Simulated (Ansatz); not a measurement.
A structure relaxed at B3LYP-D4/def2-SVPD in Ansatz, charge -1, doublet:

```xyz
6

Sn   -2.113    0.822    0.346
Sn   -0.557   -1.717   -0.194
Sn    0.668    1.615   -0.456
O     1.325   -1.113    0.530
O    -0.641    0.138   -1.254
O     1.317    0.255    1.029
```

Question: Give its formula.

Answer: Sn3O3⁻.

Question: Summarise the bond lengths by kind (pairs closer than 1.2 times the sum of covalent radii, bridged metal pairs left out).

Answer: 5 × O–Sn 2.10 to 2.28 Å; 1 × O–O 1.46 Å.

In the def2 sets Sn takes a core potential; there is no spin–orbit coupling. The structure holds 1 bond(s) between oxygen atoms. The relaxation made no stability test and no search for a lower SCF solution. Another isomer (doublet) lies 3.79 eV lower at PBE0-D4/def2-TZVPD; other spin states weren't run for this one.
